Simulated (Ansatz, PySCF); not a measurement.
Pulling on the C5–H7 bond in C2H5Al (SMILES C=[CH][AlH2]) (multiplicity 1 held, fragments rigid). Energies count from the point at 1.087 Å.
Geometry at that point (charge 0, multiplicity 1):
```xyz
8

Al    -0.1364     0.1629     1.1626
H     -0.8151     1.5910     1.2176
H      0.1783    -0.6444     2.4857
C      0.2915    -0.5524    -0.5896
C      0.0180     0.1449    -1.6988
H      0.7594    -1.5259    -0.7301
H      0.2417    -0.2199    -2.6984
H     -0.4483     1.1257    -1.6579
```

Unrestricted levels (U-) break spin symmetry where that is lower. Active spaces are followed from a long bond inwards. Levels need not reach the same state.

Cores are frozen in the correlated methods. Rows in 3-21G, 6-31G* carry no dispersion term and start afresh at each structure (6-31G* with six Cartesian d functions).

Run with Ansatz (Gaussian basis) for Hartree–Fock, density functionals and correlated methods; PySCF for 3-21G rows, 6-31G* rows. 

Energies in kcal/mol.

```json
[
 {"R (Å)": "0.870", "R-HF/3-21G": "28.7", "U-HF/6-31G*": "[?]", "U-B3LYP/6-31G*": "30.8", "U-CCSD(T)/cc-pV(T+d)Z": "29.2", "FIC-NEVPT4(SD) on CASSCF(2,2)/cc-pV(T+d)Z": "29.1", "FIC-MRCISD+Q on CASSCF(2,2)/cc-pV(T+d)Z": "29.0"},
 {"R (Å)": "0.979", "R-HF/3-21G": "5.0", "U-HF/6-31G*": "[?]", "U-B3LYP/6-31G*": "6.3", "U-CCSD(T)/cc-pV(T+d)Z": "5.8", "FIC-NEVPT4(SD) on CASSCF(2,2)/cc-pV(T+d)Z": "5.7", "FIC-MRCISD+Q on CASSCF(2,2)/cc-pV(T+d)Z": "5.7"},
 {"R (Å)": "1.087", "R-HF/3-21G": "0.0", "U-HF/6-31G*": "0.0", "U-B3LYP/6-31G*": "0.0", "U-CCSD(T)/cc-pV(T+d)Z": "0.0", "FIC-NEVPT4(SD) on CASSCF(2,2)/cc-pV(T+d)Z": "0.0", "FIC-MRCISD+Q on CASSCF(2,2)/cc-pV(T+d)Z": "0.0"},
 {"R (Å)": "1.196", "R-HF/3-21G": "4.9", "U-HF/6-31G*": "[?]", "U-B3LYP/6-31G*": "3.5", "U-CCSD(T)/cc-pV(T+d)Z": "3.7", "FIC-NEVPT4(SD) on CASSCF(2,2)/cc-pV(T+d)Z": "3.7", "FIC-MRCISD+Q on CASSCF(2,2)/cc-pV(T+d)Z": "3.8"},
 {"R (Å)": "1.305", "R-HF/3-21G": "14.8", "U-HF/6-31G*": "15.0", "U-B3LYP/6-31G*": "12.0", "U-CCSD(T)/cc-pV(T+d)Z": "12.3", "FIC-NEVPT4(SD) on CASSCF(2,2)/cc-pV(T+d)Z": "12.4", "FIC-MRCISD+Q on CASSCF(2,2)/cc-pV(T+d)Z": "12.5"},
 {"R (Å)": "1.468", "R-HF/3-21G": "33.6", "U-HF/6-31G*": "34.4", "U-B3LYP/6-31G*": "28.6", "U-CCSD(T)/cc-pV(T+d)Z": "29.0", "FIC-NEVPT4(SD) on CASSCF(2,2)/cc-pV(T+d)Z": "29.0", "FIC-MRCISD+Q on CASSCF(2,2)/cc-pV(T+d)Z": "29.2"},
 {"R (Å)": "1.631", "R-HF/3-21G": "53.8", "U-HF/6-31G*": "54.3", "U-B3LYP/6-31G*": "46.0", "U-CCSD(T)/cc-pV(T+d)Z": "46.4", "FIC-NEVPT4(SD) on CASSCF(2,2)/cc-pV(T+d)Z": "46.1", "FIC-MRCISD+Q on CASSCF(2,2)/cc-pV(T+d)Z": "46.4"},
 {"R (Å)": "1.903", "R-HF/3-21G": "86.3", "U-HF/6-31G*": "74.7", "U-B3LYP/6-31G*": "72.5", "U-CCSD(T)/cc-pV(T+d)Z": "72.9", "FIC-NEVPT4(SD) on CASSCF(2,2)/cc-pV(T+d)Z": "70.8", "FIC-MRCISD+Q on CASSCF(2,2)/cc-pV(T+d)Z": "71.1"},
 {"R (Å)": "2.175", "R-HF/3-21G": "115.1", "U-HF/6-31G*": "82.8", "U-B3LYP/6-31G*": "92.7", "U-CCSD(T)/cc-pV(T+d)Z": "92.8", "FIC-NEVPT4(SD) on CASSCF(2,2)/cc-pV(T+d)Z": "88.7", "FIC-MRCISD+Q on CASSCF(2,2)/cc-pV(T+d)Z": "89.0"},
 {"R (Å)": "2.501", "R-HF/3-21G": "143.9", "U-HF/6-31G*": "86.4", "U-B3LYP/6-31G*": "104.4", "U-CCSD(T)/cc-pV(T+d)Z": "106.3", "FIC-NEVPT4(SD) on CASSCF(2,2)/cc-pV(T+d)Z": "101.7", "FIC-MRCISD+Q on CASSCF(2,2)/cc-pV(T+d)Z": "102.0"},
 {"R (Å)": "2.936", "R-HF/3-21G": "173.8", "U-HF/6-31G*": "87.8", "U-B3LYP/6-31G*": "110.2", "U-CCSD(T)/cc-pV(T+d)Z": "111.6", "FIC-NEVPT4(SD) on CASSCF(2,2)/cc-pV(T+d)Z": "109.4", "FIC-MRCISD+Q on CASSCF(2,2)/cc-pV(T+d)Z": "109.6"},
 {"R (Å)": "3.480", "R-HF/3-21G": "200.4", "U-HF/6-31G*": "88.2", "U-B3LYP/6-31G*": "112.3", "U-CCSD(T)/cc-pV(T+d)Z": "112.7", "FIC-NEVPT4(SD) on CASSCF(2,2)/cc-pV(T+d)Z": "112.2", "FIC-MRCISD+Q on CASSCF(2,2)/cc-pV(T+d)Z": "112.4"}
]
```

Task: Complete the blanks.

Result: 
- 1.196, U-HF/6-31G*: 4.8
- 0.870, U-HF/6-31G*: 29.5
- 0.979, U-HF/6-31G*: 5.4

Doubts at one or more of the structures used: a restricted determinant that unrestricted orbitals would lower (R-HF/3-21G); a spin-contaminated determinant (U-HF/6-31G*, U-B3LYP/6-31G*, U-CCSD(T)/cc-pV(T+d)Z); T1 above 0.05 (U-CCSD(T)/cc-pV(T+d)Z); the program's own flag: large difference (U-CCSD(T)/cc-pV(T+d)Z).

Ansatz is an electronic-structure program.
